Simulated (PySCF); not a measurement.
# What a mistake does to a calculation on Al2BH4O

All numbers below are calculated, not measured. They come from PySCF 2.14.0, an open-source quantum chemistry program, on an isolated molecule that a program drew, which may never have been made. The molecule is Al2BH4O (charge 0, doublet), drawn as the SMILES string `O[BH][Al][AlH2]`.

Each row is a Hartree-Fock (HF) and frozen-core CCSD(T) single point in the cc-pV(D+d)Z basis, meant for a local HF minimum. Run 1 is clean. Each other run has one planted mistake out of seven kinds, and not every kind appears here: one electron removed, one electron added, multiplicity raised by two, geometry at a saddle point, minimal basis STO-3G, one bond length entered in bohr, all coordinates scaled. The reference is restricted for singlets and unrestricted otherwise, and also for a bond in bohr. Adding or removing an electron swaps singlet and doublet. Electrons count all cores. HOMO and LUMO are orbital energies over both spins, the gradient is its largest component, and the lowest frequency (negative if imaginary) is given only where the gradient is small. Bond lengths are over the 7 bonds as drawn. T1 is the CCSD diagnostic: over 0.02 (restricted) or 0.045 (unrestricted) a single reference is doubtful.

Geometry of the clean run:
```xyz
8
Al2BH4O, angstrom
O    -0.0796   -3.8908   -1.9611
B    -0.2122   -2.9232   -1.0232
Al   -0.8288   -0.8546   -1.2678
Al    0.2562    1.4807   -1.4331
H    -0.2566   -3.6217   -2.8480
H     0.0117   -3.2990    0.1046
H     0.5397    2.3500   -0.1358
H     0.4878    2.1652   -2.8476
```

| run | electrons | basis functions | <S^2> | HOMO (eV) | LUMO (eV) | gradient (hartree/bohr) | lowest frequency (cm^-1) | mean bond (Å) | longest bond (Å) | T1 | HF (hartree) | CCSD(T) (hartree) | mistake |
|---|---|---|---|---|---|---|---|---|---|---|---|---|---|
| 1 | 43 | 94 | 0.785 | -7.00 | 0.36 | 2.7e-05 | 59 | 1.6336 | 2.580 | 0.0226 | -585.70287 | -586.14091 | no fault |
| 2 | 43 | 94 | 0.793 | -7.11 | 0.24 | 7.0e-02 | - | 1.7741 | 2.802 | 0.0252 | -585.66460 | -586.11084 | all coordinates scaled |
| 3 | 43 | 94 | 1.512 | -7.25 | 0.31 | 2.3e-02 | - | 1.9098 | 4.105 | 0.0609 | -585.64030 | -586.05927 | one bond length entered in bohr |
| 4 | 43 | 94 | 3.756 | -6.32 | -1.23 | 1.9e-02 | - | 1.6336 | 2.580 | 0.0451 | -585.61887 | -586.05607 | multiplicity raised by two |
| 5 | 43 | 32 | 0.774 | -2.34 | 7.85 | 6.0e-02 | - | 1.6336 | 2.580 | 0.0220 | -578.47620 | -578.65168 | ? |
| 6 | 44 | 94 | 0.000 | -0.65 | 5.30 | 2.9e-02 | - | 1.6336 | 2.580 | 0.0241 | -585.70289 | -586.17777 | ? |

**Which mistake was planted in run 5, and what did it cost?**

It has 32 basis functions where the clean run has 94, with the same electrons and geometry. So the mistake is: minimal basis STO-3G. Subtracting run 1 and multiplying by 627.51 kcal/mol a hartree, the energy moved by 4534.8 kcal/mol in HF and 4699.6 kcal/mol in CCSD(T).

**Which mistake was planted in run 6, and what did it cost?**

It counts 44 electrons, one more than the clean run, at the same geometry and basis. So the mistake is: one electron added. Subtracting run 1 and multiplying by 627.51 kcal/mol a hartree, the energy moved by 0.0 kcal/mol in HF and -23.1 kcal/mol in CCSD(T).

Cautions from the logs. Run 3: T1 is over the limit, so its CCSD(T) energy is less reliable; run 4: T1 is over the limit, so its CCSD(T) energy is less reliable; run 6: T1 is over the limit, so its CCSD(T) energy is less reliable.
